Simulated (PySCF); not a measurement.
## Finite-field polarisability of Sr (strontium, neutral)

[Kr] 5s2, closed-shell 1S. Calculation: PySCF 2.14, in dyall-av2z; no relativity, point nucleus. Frozen: [Kr]. Energy changes in a uniform field (μhartree):

```csv
axis,F (au),HF,MP2,CCSD,CCSD(T)
x,0.0009,-99.644,-92.553,-100.686,-100.686
x,0.0018,-398.853,-370.434,-402.719,-402.719
```

Question: Derive α along x at CCSD(T) from the two fields.

Answer: With ΔE = −αF²/2 − γF⁴/24, α = −(16 ΔE(F) − ΔE(2F))/(6F²) = 248.6 bohr³.

Question: And the mean polarisability at each level?

Answer: HF 246.0, MP2 228.5, CCSD 248.6, CCSD(T) 248.6 bohr³. Reference: 197.2 ± 0.2 bohr³ (recommended; Schwerdtfeger and Nagle, table of static dipole polarizabilities (2023 update)).

CCSD(T) lies more than 5 % above the reference; correlation of the frozen inner shells, absent here, would lower it.

A non-relativistic calculation at this Z misses sizeable relativistic shifts.

A double-zeta set is small for polarisabilities.
